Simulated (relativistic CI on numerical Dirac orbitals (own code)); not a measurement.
**Hyperfine structure of Lu XLVIII, mass number 173**

Computed by Dirac-Coulomb-Breit CI, orbitals from a KLI potential per configuration, model QED (radiative potential, 1s self-energy scaled to tabulated hydrogen-like ionisation energies), unscaled Slater integrals (own radial code, finite nucleus).

CI space (outside the closed core [Ne]): 3s2 3p6 3d6, 3s2 3p5 3d7, 3s2 3p4 3d8, 3s 3p6 3d7, 3p6 3d8, 3s 3p5 3d8, 3s2 3p6 3d5 4s, 3s2 3p6 3d5 4p, 3s2 3p4 3d7 4s, 3s2 3p6 3d5 4d, 3s2 3p5 3d6 4s, 3s2 3p6 3d5 4f, 3s2 3p6 3d4 4s2, 3s 3p6 3d6 4s, 3p6 3d7 4s, 3p6 3d7 4p. Levels of other configurations are missing.

Nuclear spin I = 7/2, μ = 2.273 μN, Q = 3.53 b (tables of Stone and Pyykkö). The electronic factors are computed for point nuclear moments, without core polarisation or the Bohr-Weisskopf and QED corrections.

| Level | E (eV) | A (MHz) | B (MHz) |
| --- | --- | --- | --- |
| 3s2 3p6 3d6 5D_3 | 50.4584 | 14580 | 15100 |
| 3s2 3p6 3d6 3G_5 | 60.1728 | 27820 | 98500 |
| 3s2 3p6 3d6 3H_6 | 60.2549 | 30800 | -194000 |
| 3s2 3p6 3d6 3P_1 | 81.3429 | 17360 | 157000 |

Levels with J = 0, under 50 % of one LS term, or S terms without an open s electron are left out. Small factors come from cancelling terms and can be off by tens of per cent or more.

At this charge energies of transitions that change n are usually good to better than 1 %, and those within a shell (Δn = 0) to a few per cent.

**Question.** Give the hyperfine levels of 3s2 3p6 3d6 5D_3 relative to its centre of gravity.

**Answer.** With K = F(F + 1) − I(I + 1) − J(J + 1), E = AK/2 + B[¾K(K + 1) − I(I + 1)J(J + 1)]/[2I(2I − 1)J(2J − 1)]: F = 1/2: -188700, F = 3/2: -169500, F = 5/2: -136900, F = 7/2: -89630, F = 9/2: -26300, F = 11/2: 55070, F = 13/2: 156800 MHz.

LS names give the leading component of a level, which can be under half, so a name can repeat, a term be missing and a line seem to break the LS rules.
